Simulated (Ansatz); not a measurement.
Computed with Ansatz on PBE0-D4/def2-TZVP structures; ΔE is electronic, products minus reactants. CCSD(T)/CBS is the MP2 limit (def2-TZVPP, def2-QZVPP) plus CCSD(T) − MP2 in def2-TZVPP, frozen cores. Functionals use def2-TZVPP. B3LYP here is the variant with VWN-RPA as its local correlation; programs differ in this. Elements past krypton have def2 core potentials. For Sb outer-core shells are correlated without core-valence functions, which leaves a few kJ/mol of doubt a bond. One conformer a species, not always the lowest.

Reaction (formal exchange of groups at the Si–O bond): `N[SiH2]O[Si](N)(O)O` + stibine → `N[SiH2][SbH2]` + `N[Si](O)(O)O`

| level | ΔE (kJ/mol) | difference from CCSD(T)/CBS |
| --- | --- | --- |
| PBE-D4 | 86.1 | -11.9 |
| r2SCAN-D4 | 101.2 | 3.2 |
| PBE0-D4 | 90.6 | -7.4 |
| B3LYP-D4 | 104.4 | 6.4 |
| ωB97X-V | 103.8 | 5.8 |
| ωB97M-V | 105.7 | 7.7 |
| B2PLYP | 102.5 | 4.5 |
| PBE | 82.1 | -15.9 |
| r2SCAN | 99.5 | 1.5 |
| PBE0 | 86.9 | -11.1 |
| B3LYP | 98.6 | 0.6 |
| HF/def2-TZVPP | 114.2 | 16.2 |
| MP2/def2-TZVPP | 102.0 | 4.0 |
| SCS-MP2/def2-TZVPP | 106.5 | 8.5 |
| CCSD/def2-TZVPP | 107.2 | 9.2 |
| CCSD(T)/def2-TZVPP | 106.4 | 8.4 |
| HF/def2-QZVPP | 115.5 | 17.5 |
| MP2/def2-QZVPP | 97.7 | -0.3 |
| SCS-MP2/def2-QZVPP | 102.4 | 4.4 |
| HF/CBS(def2) | 115.6 | 17.6 |
| MP2/CBS(def2) | 93.6 | -4.4 |
| CCSD/CBS(def2) | 98.8 | 0.8 |
| CCSD(T)/CBS | 98.0 | 0 |

Largest T1 diagnostic among the species: 0.014.

The D4 term adds +5.8 kJ/mol with B3LYP and +3.7 kJ/mol with PBE0; it sums over pairs of atoms, weighted by their polarisabilities, and B3LYP, whose exchange is more repulsive, gets the larger term. In def2-TZVPP, CCSD(T) changes the Hartree–Fock value by −7.7 kJ/mol (the triples alone add −0.8 kJ/mol) and MP2 by −12.1 kJ/mol. From PBE to PBE0 (25 % exact exchange), in def2-TZVPP and without D4, ΔE moves by +4.8 kJ/mol.
